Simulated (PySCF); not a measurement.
Species: C₆H₁₃OP.
Atom-mapped SMILES: `[CH3:1][CH2:2][CH2:3][P@@:4]1(=[O:5])[CH2:6][C@H:7]1[CH3:8]` (hydrogens: H9, H10, H11 on C1; H12, H13 on C2; H14, H15 on C3; H16, H17 on C6; H18 on C7; H19, H20, H21 on C8)

The same species was optimised twice, with GFN2-xTB and with PBE0-D3(BJ)/def2-SVP (PySCF), and the same property calculations (PySCF, gas phase) were run on both structures.

| coordinate | GFN2-xTB | PBE0-D3(BJ)/def2-SVP | change |
| --- | --- | --- | --- |
| P4=O5 (Å) | 1.469 | 1.496 | +0.027 |
| P4–C6 (Å) | 1.813 | 1.793 | -0.020 |
| P4–C7 (Å) | 1.816 | 1.798 | -0.018 |
| C3–P4 (Å) | 1.836 | 1.819 | -0.017 |
| C2–C3 (Å) | 1.522 | 1.527 | +0.005 |
| C6–C7 (Å) | 1.564 | 1.559 | -0.005 |
| C1–C2 (Å) | 1.520 | 1.521 | +0.001 |
| C7–C8 (Å) | 1.506 | 1.505 | -0.001 |
| O5–P4–C6 (°) | 121.8 | 126.0 | +4.2 |
| C2–C3–P4 (°) | 108.4 | 111.5 | +3.1 |
| C6–C7–C8 (°) | 117.5 | 120.5 | +3.0 |
| C1–C2–C3 (°) | 110.8 | 113.7 | +2.9 |
| C3–P4–C7 (°) | 116.0 | 113.3 | -2.7 |
| O5–P4–C7 (°) | 122.0 | 124.6 | +2.6 |
| C3–P4–O5 (°) | 117.0 | 115.3 | -1.7 |
| C3–P4–C6 (°) | 112.3 | 111.0 | -1.3 |
| C1–C2–C3–P4 (°) | 62 | 63 | +1 |
| C2–C3–P4–O5 (°) | 50 | 46 | -4 |

Rotational constants: A = 2222, B = 1424, C = 1100 MHz (GFN2-xTB) against A = 2196, B = 1401, C = 1083 MHz (PBE0-D3(BJ)/def2-SVP). Point groups within 0.08 Å: C1 and C1.

On the GFN2-xTB structure: HOMO (eV) -6.81 [PBE0/pcSseg-1]; LUMO (eV) 0.90 [PBE0/pcSseg-1]; dipole (D) 4.00 [PBE0/pcSseg-1]; GIAO shielding of C1 (ppm) 169.6 [PBE0/pcSseg-1]; GIAO shielding of C2 (ppm) 168.4 [PBE0/pcSseg-1]; GIAO shielding of C3 (ppm) 154.2 [PBE0/pcSseg-1]; GIAO shielding of P4 (ppm) 383.0 [PBE0/pcSseg-1]; GIAO shielding of O5 (ppm) 291.9 [PBE0/pcSseg-1]; GIAO shielding of C6 (ppm) 169.1 [PBE0/pcSseg-1]; GIAO shielding of C7 (ppm) 163.3 [PBE0/pcSseg-1]; GIAO shielding of C8 (ppm) 168.6 [PBE0/pcSseg-1].

Question: What do these properties become on the PBE0-D3(BJ)/def2-SVP structure?

Answer: 
```
                                    property          level  on GFN2-xTB  on PBE0-D3(BJ)/def2-SVP  change
                                   HOMO (eV)  PBE0/pcSseg-1        -6.81                    -6.84   -0.03
                                   LUMO (eV)  PBE0/pcSseg-1         0.90                     0.89   -0.01
                                  dipole (D)  PBE0/pcSseg-1         4.00                     4.08   +0.08
energy, GFN2-xTB geometry as zero (kcal/mol)  PBE0/pcSseg-1          0.0                     -2.7    -2.7
                  GIAO shielding of C1 (ppm)  PBE0/pcSseg-1        169.6                    169.2    -0.4
                  GIAO shielding of C2 (ppm)  PBE0/pcSseg-1        168.4                    166.5    -1.9
                  GIAO shielding of C3 (ppm)  PBE0/pcSseg-1        154.2                    156.2    +2.0
                  GIAO shielding of P4 (ppm)  PBE0/pcSseg-1        383.0                    380.1    -2.9
                  GIAO shielding of O5 (ppm)  PBE0/pcSseg-1        291.9                    291.3    -0.6
                  GIAO shielding of C6 (ppm)  PBE0/pcSseg-1        169.1                    168.0    -1.1
                  GIAO shielding of C7 (ppm)  PBE0/pcSseg-1        163.3                    165.6    +2.3
                  GIAO shielding of C8 (ppm)  PBE0/pcSseg-1        168.6                    167.3    -1.3
```

The heavy atoms differ by 0.059 Å rms after alignment. Among bonds between heavy atoms P4=O5 changes most (+0.027 Å). Changes are differences of the printed values. Neither structure is proved a minimum here.

Conformer computed: `[CH3:1][CH2:2][CH2:3][P@@:4]1(=[O:5])[CH2:6][C@H:7]1[CH3:8]`: C1–C2–C3–P4 63°, C2–C3–P4–O5 46°.
